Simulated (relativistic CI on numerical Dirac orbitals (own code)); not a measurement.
## Transition arrays of Zn5+

Calculated at this level of theory: Dirac-Coulomb-Breit CI, orbitals from a KLI potential per configuration, QED by a radiative potential, valence Slater integrals scaled by 0.9, whole transition arrays (own radial code, finite nucleus).

CI space (outside the closed core [Ne] 3s2): 3p6 3d7, 3p6 3d6 4f, 3p5 3d8, 3p6 3d6 4p, 3p6 3d6 5f. Levels of other configurations are missing.

All E1 lines from the levels of 3p6 3d7; mean and standard deviation are weighted by gf, and upper levels are sorted by their leading configuration.

| Upper configuration | Lines | Σgf | Mean (eV) | Mean (nm) | σ (eV) | Strongest line (nm) |
| --- | --- | --- | --- | --- | --- | --- |
| 3p6 3d6 4f | 2913 | 111.2 | 81.05 | 15.297 | 4.86 | 13.151 |
| 3p5 3d8 | 226 | 65.3 | 91.16 | 13.601 | 6.40 | 12.807 |
| 3p6 3d6 4p | 1718 | 61.1 | 49.20 | 25.199 | 2.49 | 25.764 |
| 3p6 3d6 5f | 2977 | 175.8 | 90.73 | 13.666 | 3.40 | 14.436 |

Σgf per state of the lower configuration in bins of 0.5 nm over the central range (centre: value): 12.75: 0.36, 13.25: 0.60, 13.75: 0.47, 14.25: 0.42, 14.75: 0.32, 15.25: 0.31, 15.75: 0.20, 16.25: 0.19, 16.75: 0.05, 22.75: 0.02, 23.25: 0.02, 23.75: 0.02, 24.25: 0.06, 24.75: 0.10, 25.25: 0.08, 25.75: 0.07, 26.25: 0.07.

(1) How do configuration mixing and the scaling of the Slater integrals move the arrays?

Results:

(1) Slater scale 0.9, no configuration mixing: 3p6 3d6 4f 79.3 ± 2.9 eV (Σgf 126.3), 3p5 3d8 88.1 ± 5.7 eV (Σgf 143.7), 3p6 3d6 4p 49.1 ± 2.5 eV (Σgf 59.4), 3p6 3d6 5f 90.4 ± 3.0 eV (Σgf 75.7); Slater scale 1: 3p6 3d6 4f 81.3 ± 4.4 eV (Σgf 121.9), 3p5 3d8 92.8 ± 6.8 eV (Σgf 64.6), 3p6 3d6 4p 49.3 ± 2.8 eV (Σgf 61.3), 3p6 3d6 5f 91.6 ± 3.6 eV (Σgf 167.3); Slater scale 0.8: 3p6 3d6 4f 80.2 ± 3.3 eV (Σgf 112.1), 3p5 3d8 89.1 ± 5.2 eV (Σgf 53.1), 3p6 3d6 4p 49.1 ± 2.2 eV (Σgf 60.8), 3p6 3d6 5f 91.0 ± 3.3 eV (Σgf 185.5). With mixing, levels are counted to their leading configuration, so an array can shrink or vanish into another, and the sums then hold other lines.
